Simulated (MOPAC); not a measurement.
MOPAC input (AM1):

```
AM1 FORCE THERMO(298,298) PRECISE LET CHARGE=1 GEO-OK AUX(PRECISION=9) THREADS=1
CH2Cl

C    -1.02616216 1    0.00429909 1   -0.00581320 1
Cl    0.55339202 1   -0.00231775 1    0.00313493 1
H    -1.59806816 1    0.96016539 1   -0.03584532 1
H    -1.60635815 1   -0.94675006 1    0.01769256 1
```

Q: Which zero-point energy does it print?

A: 14.96 kcal/mol, from the harmonic wavenumbers of AM1.
